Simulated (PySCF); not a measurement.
Geometry:
```tsv
atom	x (Å)	y (Å)	z (Å)
C1	2.466	0.290	-1.401
C2	1.295	-0.512	-0.845
N3	0.974	-0.235	0.540
C4	1.917	-0.720	1.514
Si5	-0.342	0.824	0.928
N6	-1.756	0.301	0.072
C7	-2.192	-1.070	0.142
C8	-2.703	1.200	-0.530
H9	3.397	0.089	-0.849
H10	2.264	1.370	-1.336
H11	2.646	0.038	-2.457
H12	1.501	-1.595	-0.958
H13	0.393	-0.311	-1.447
H14	2.905	-0.223	1.460
H15	2.092	-1.806	1.387
H16	1.530	-0.562	2.531
H17	-0.191	2.257	0.510
H18	-0.415	0.769	2.425
H19	-2.433	-1.467	-0.863
H20	-3.096	-1.200	0.771
H21	-1.392	-1.700	0.560
H22	-2.285	2.215	-0.593
H23	-2.962	0.879	-1.558
H24	-3.653	1.264	0.038
```

Geometry: PBE0-D3(BJ)/def2-SVP; GIAO shifts from PySCF 2.14, gas phase, non-relativistic, averaged over equivalent atoms.

At PBE0/pcSseg-1 (223 basis functions, 47 s wall time on 1 thread of an Arm Neoverse V1, shared host):
```csv
atoms,δ (ppm)
C2,43.8
C7/C8,37.7
C4,36.2
C1,13.3
N3,40.6
N6,26.5
Si5,-22.2
H17/H18,4.73
H12/H13,2.70
H14/H15/H16,2.60
H19/H20/H21/H22/H23/H24,2.47
H9/H10/H11,1.01
```

Shifts are taken against calculated references (same method and geometry level): 13C (σ = 184.41 ppm) and 29Si (σ = 351.99 ppm) and 1H (σ = 31.27 ppm) vs TMS; 15N (σ = 265.67 ppm) vs NH3.

Estimate the result of repeating the calculation with HF/pcSseg-1.

Results:


```
                  atoms  δ at HF/pcSseg-1  change
                     C2              38.5    -5.3
                  C7/C8              34.2    -3.5
                     C4              32.7    -3.5
                     C1              14.7    +1.4
                     N3              16.0   -24.6
                     N6               3.5   -23.0
                    Si5             -24.0    -1.8
                H17/H18              4.09   -0.64
                H12/H13              2.38   -0.32
            H14/H15/H16              2.41   -0.19
H19/H20/H21/H22/H23/H24              2.31   -0.16
             H9/H10/H11              1.06   +0.05
```

References, each an isolated molecule treated in the same way: TMS for 13C (σ = 190.85 ppm), 29Si (σ = 393.43 ppm), 1H (σ = 31.69 ppm); NH3 for 15N (σ = 265.72 ppm).

The largest change is at N3 (nitrogen bonded to 2 C, Si). Cost: 223 basis functions, 26 s wall time on 1 thread of an Arm Neoverse V1, shared host. The order of the carbon signals is the same at both levels.

Experimental scales use liquid or dissolved standards, which lie at an offset from isolated NH3 (liquid NH3: subtract about 20 ppm).
